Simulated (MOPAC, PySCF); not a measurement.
C2H4Si2, SMILES `C(#C)[SiH]=[SiH2]`, neutral singlet in the gas phase. 

Cartesian coordinates (Å):
SMILES: C#C[SiH]=[SiH2]
```xyz
8

C      2.4436    -0.6152    -0.6359
C      1.4200    -0.0321    -0.3669
Si    -0.0839     0.8289     0.1179
Si    -1.9642    -0.2105     0.2036
H      3.3446    -1.1295    -0.8809
H     -0.0179     2.2873    -0.1195
H     -3.1515     0.5241     0.6988
H     -1.9875    -1.6653     0.4776
```
Charge 0, spin multiplicity 1.

All levels are single points at this geometry (PBE0-D4/def2-TZVP); Pople sets use spherical d functions. Orbital energies aren't observables, and empty levels follow the basis.

PM3 in MOPAC gives dipole (D) = 0.18.

Q: Estimate the dipole (D) from each of these levels: B3LYP-D3(BJ)/def2-TZVP in PySCF; PBE0-D4/def2-TZVP in PySCF; B3LYP/6-31G* in PySCF; B3LYP/LANL2DZ in PySCF; M06-2X/6-31G* in PySCF; AM1 in MOPAC; PM6 in MOPAC; PM7 in MOPAC.

A: 
```
level                            dipole (D)
-------------------------------  ----------
B3LYP-D3(BJ)/def2-TZVP in PySCF        0.55
PBE0-D4/def2-TZVP in PySCF             0.57
B3LYP/6-31G* in PySCF                  0.74
B3LYP/LANL2DZ in PySCF                 0.36
M06-2X/6-31G* in PySCF                 0.67
AM1 in MOPAC                           0.87
PM6 in MOPAC                           0.84
PM7 in MOPAC                           1.44
```
